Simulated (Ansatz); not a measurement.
Reaction (atomization): `[OH][SnH2]`• → 3 H• + O• + Sn•

Program: Ansatz. Geometries: PBE0-D4/def2-TZVP. ΔE: electronic, gas phase. CCSD(T)/CBS is the MP2 limit (def2-TZVPP, def2-QZVPP) plus CCSD(T) − MP2 in def2-TZVPP, frozen cores. This one scheme is used for every species, atoms too. Functionals use def2-TZVPP. No spin–orbit coupling; open shells (•) take unrestricted orbitals. Spin–orbit coupling would lower the free atoms: a little for O; strongly for Sn. def2 core potentials past Kr. For Sn outer-core shells are correlated without core-valence functions, so the limit isn't a true one: a few kJ/mol of doubt a bond, and 10 to 20 or more in all where bonds break to atoms.

`[OH][SnH2]`•:

Z-matrix (Å, degrees):
```
Sn
O 1 1.976
H 1 1.735 2 106.9
H 1 1.722 2 101.9 3 117.2
H 2 0.960 1 113.3 3 47.4
```

CCSD(T)/CBS gives +306.8 kcal/mol.

Another level gave +306.6 kcal/mol. Which?
A. r2SCAN/def2-TZVPP
B. r2SCANh/def2-TZVPP
C. ωB97M-V/def2-TZVPP
D. PBE-D4/def2-TZVPP

D. PBE-D4 306.6, ωB97M-V 303.3, r2SCANh 300.8, r2SCAN 304.6 kcal/mol.

Largest T1 diagnostic among the species: 0.017.

From PBE to PBE0 (25 % exact exchange), in def2-TZVPP and without D4, ΔE moves by −9.2 kcal/mol: exact exchange takes away binding that semilocal exchange gives to molecules. At CCSD(T), def2-SVP lies −32.7 kcal/mol from the extrapolated value and def2-TZVPP −10.3 kcal/mol: correlation converges slowly with the basis, and small sets miss more of it in the bonded molecule than in its fragments.

For atomizations the MP2-based limit and the directly extrapolated one differ by several kJ/mol either way, and by 10 to 25 for some Ge, Se and Sn compounds, so smaller differences from it don't rank the levels.
